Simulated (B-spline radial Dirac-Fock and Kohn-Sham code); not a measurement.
Successive ionisation energies of rhenium: Dirac-Fock against NIST

Level of theory: Dirac-Fock ΔSCF + Breit + QED; a radial B-spline solver. Each value is the difference of the configuration-average energies of two neighbouring ions in their tabulated ground configurations. No correlation. NIST's values refer to the lowest levels; many for high charge states are themselves semi-empirical or theoretical. Where a p, d or f shell is open in either ion the computed value averages over both j values and all terms, while the table refers to the lowest levels; that difference holds spin-orbit splitting (largest in heavy or highly charged ions), term energies where several electrons share open shells, and correlation, and it can reach 10 % or more.

```
  ion  configuration  computed (eV)     NIST (eV)            kind  NIST − computed (eV)
Re⁴⁶⁺  [Ar] 3d10 4s1         2513.4  2514.5 ± 0.3  semi-empirical                 +1.08
Re⁴⁷⁺      [Ar] 3d10         4239.7      4214 ± 4        measured                -25.70
Re⁴⁸⁺       [Ar] 3d9         4371.1      4335 ± 4     theoretical                -36.06
Re⁴⁹⁺       [Ar] 3d8         4504.0      4468 ± 4     theoretical                -35.99
Re⁵⁰⁺       [Ar] 3d7         4638.5      4609 ± 4     theoretical                -29.48
Re⁵¹⁺       [Ar] 3d6         4774.5      4745 ± 4     theoretical                -29.55
Re⁵²⁺       [Ar] 3d5         4912.2      4877 ± 4     theoretical                -35.17
Re⁵³⁺       [Ar] 3d4         5051.4      5099 ± 5     theoretical                +47.63
Re⁵⁴⁺       [Ar] 3d3         5192.1      5236 ± 5     theoretical                +43.88
Re⁵⁵⁺       [Ar] 3d2         5334.4      5388 ± 5     theoretical                +53.56
Re⁵⁶⁺       [Ar] 3d1         5478.3      5528 ± 5     theoretical                +49.69
Re⁵⁷⁺   [Ne] 3s2 3p6         6043.2      5919 ± 6     theoretical               -124.18
Re⁵⁸⁺   [Ne] 3s2 3p5         6171.2      6042 ± 6     theoretical               -129.22
Re⁵⁹⁺   [Ne] 3s2 3p4         6300.2      6176 ± 7     theoretical               -124.21
Re⁶⁰⁺   [Ne] 3s2 3p3         6430.2     6300 ± 10     theoretical               -130.15
Re⁶¹⁺   [Ne] 3s2 3p2         6561.0     6810 ± 12     theoretical               +248.95
Re⁶²⁺   [Ne] 3s2 3p1         6692.9     6952 ± 15     theoretical               +259.10
Re⁶³⁺       [Ne] 3s2         7229.9     7230 ± 19     theoretical                 +0.10
Re⁶⁴⁺       [Ne] 3s1         7365.8     7366 ± 24     theoretical                 +0.20
```

Question: Where in this range is the largest relative jump, and why?

Answer: From Re⁴⁶⁺ (2513.4 eV) to Re⁴⁷⁺ (4239.7 eV), a factor of 1.69. The configuration goes from [Ar] 3d10 4s1 to [Ar] 3d10, so the next electron comes out of a deeper subshell.
